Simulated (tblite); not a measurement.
Task: Write a Z-matrix for `CCOC(F)(F)OC` as optimised with GFN2-xTB.

Result: 
Z-matrix in Å and degrees, rows numbered from 1:
```
C 
C   1  1.5205
O   2  1.4409  1  111.91
C   3  1.3340  2  117.12  1    93.34
F   4  1.3890  3  109.60  2    61.11
F   4  1.3551  3  112.88  2   -52.78
O   4  1.3372  3  113.65  2  -174.82
C   7  1.4277  4  115.17  3   -53.54
H   1  1.0867  2  110.89  3   -65.08
H   1  1.0869  2  109.94  3    55.27
H   1  1.0866  2  109.08  3   174.92
H   2  1.0922  1  110.79  3  -115.74
H   2  1.0934  1  111.15  3   122.54
H   8  1.0866  7  104.93  4  -177.02
H   8  1.0911  7  110.55  4    63.76
H   8  1.0922  7  110.42  4   -58.37
```

O3 (ether oxygen) is bent (angle 117.1°). The 2 C–F bonds span 1.355 Å (C4–F6, drawn single) to 1.389 Å (C4–F5, drawn single), a spread of 0.034 Å. The 4 C–O bonds span 1.334 Å (O3–C4, drawn single) to 1.441 Å (C2–O3, drawn single), a spread of 0.107 Å. Of the pairs four or more bonds apart, F5···H13 is among the closest relative to their van der Waals radii: 2.37 Å, 89 % of the sum of Bondi's values.

Structure optimised with GFN2-xTB, isolated species.

Point group: C1 (no symmetry element, even within 0.4 Å). Its GFN2-xTB frequencies are all real (lowest 52 cm⁻¹). The numbers are those of one conformer (C1–C2–O3–C4 93°, C2–O3–C4–F5 61°, O3–C4–O7–C8 -54°).

The numbers are calculated, not measured.
